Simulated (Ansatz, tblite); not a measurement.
Cost and result up the ladder for Ga(H2O)H3 (GaOH₅) (7 atoms). The state is a singlet with charge 0. Geometry: r2SCAN-D4/def2-TZVP.

```csv
atom,x (Å),y (Å),z (Å)
Ga1,0.427,-0.250,-0.832
O2,-0.345,0.088,1.183
H3,-1.300,-0.056,1.193
H4,-0.210,1.012,1.429
H5,1.903,0.168,-0.515
H6,-0.506,0.802,-1.542
H7,0.031,-1.764,-0.916
```

Ansatz on 4 threads of Intel Xeon on a shared host; xTB runs through tblite on one thread. Times are rough, summed over both states, and most runs start from the orbitals of an earlier one. CCSD(T)/def2-TZVPP serves as the yardstick here, not as an exact answer. The other state is a doublet.

The xTB rows come from tblite. Correlated methods freeze 10 core orbitals; core or outer-core shells of Ga are correlated, in sets that lack core-valence functions.

Run but left out: PBE-D4/def2-TZVP (charge +1 doublet: an occupied level 0.10 eV above an empty one).

Correlated methods converge slowly with the basis.

Raw xTB energies of ions are shifted by several eV.

```
              level  functions  wall time  vertical IE (eV)  difference from CCSD(T)/def2-TZVPP (eV)
           GFN2-xTB         18    0.009 s             14.07                                     3.65
           GFN1-xTB         23    0.015 s             14.70                                     4.28
r2SCAN-D4/def2-TZVP        109      4.6 s             10.05                                    -0.37
  PBE0-D4/def2-TZVP        109      7.1 s             10.16                                    -0.26
 CCSD(T)/def2-TZVPP        149       70 s             10.42                                     0.00
```
